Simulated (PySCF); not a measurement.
**Electronic absorption of N,N-diethylacetamide**

N,N-diethylacetamide, C6H13NO.
InChI=1S/C6H13NO/c1-4-7(5-2)6(3)8/h4-5H2,1-3H3

Level of theory: TDDFT PBE0/def2-SVPD, vertical, gas phase, core orbitals frozen in the response in PySCF 2.14.0, density-fitted response routines. Geometry: PBE0-D3(BJ)/def2-SVP, one conformer, isolated molecule. Torsions of this conformer, `[CH3:1][CH2:2][N:3]([CH2:4][CH3:5])[C:6]([CH3:7])=[O:8]`: C1–C2–N3–C4 92°, C2–N3–C4–C5 85°, C2–N3–C6–C7 180°.

**Question.** What does the calculation give for the low-lying excited states?

**Answer.** 

| state | λ (nm) | E (eV) | f | \|μ\| (D) | main configurations (H = HOMO, L = LUMO) |
| --- | --- | --- | --- | --- | --- |
| S1 | 217.7 | 5.70 | 0.0012 | 0.23 | H-1→L+1 (74%) |
| S2 | 196.4 | 6.31 | 0.017 | 0.85 | H→L (96%) |
| S3 | 186.0 | 6.67 | 0.137 | 2.33 | H→L+1 (67%), H-1→L (12%), H-1→L+1 (11%) |
| S4 | 184.8 | 6.71 | 0.031 | 1.11 | H-1→L (76%), H→L+1 (16%) |
| S5 | 177.5 | 6.98 | 0.0042 | 0.40 | H→L+2 (92%) |
| S6 | 174.0 | 7.13 | 0.042 | 1.25 | H→L+3 (85%) |

The lowest singlet comes at 218 nm (550 kJ/mol) in the ultraviolet; it is very weak; its leading configuration is HOMO-1→LUMO+1 (74%). The strongest level in the table is S3 at 6.67 eV (186 nm, f = 0.137). Löwdin shares by element: HOMO nitrogen 41%, oxygen 25%, carbon 12% or more (atoms not listed hold the other 22%); LUMO carbon 36% or more, hydrogen 7% or more (atoms not listed hold the other 57%). The listed states span 1.43 eV, and the widest gap between neighbours is 0.62 eV (S1 to S2). Weighted by f, the mean energy of these states is 6.73 eV. Of the 6 states listed, 4 reach f = 0.01 and none stays under 0.0005. Only the lowest 6 singlets were computed, as vertical energies without vibronic structure.
